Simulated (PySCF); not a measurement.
**How methods differ on the excitation energy of Ca**

Ca [Ar] 4s2 (1S) → Ca [Ar] 3d2 (3F), as a difference of total energies. Calculation: PySCF 2.14, in def2-QZVPPD; the non-relativistic Hamiltonian (point nucleus). Correlated levels: valence and next inner shell: [Ne] frozen. The calculations carry no spin-orbit coupling.

```tsv
method	excitation energy (eV)
UHF	5.315
MP2 (valence and next inner shell)	5.575
SCS-MP2 (valence and next inner shell)	5.826
CCSD (valence and next inner shell)	5.598
CCSD(T) (valence and next inner shell)	5.621
```

Q: How much does correlation contribute at CCSD(T) (valence and next inner shell)?

A: 5.621 − (5.315) = 0.306 eV, measured against UHF.
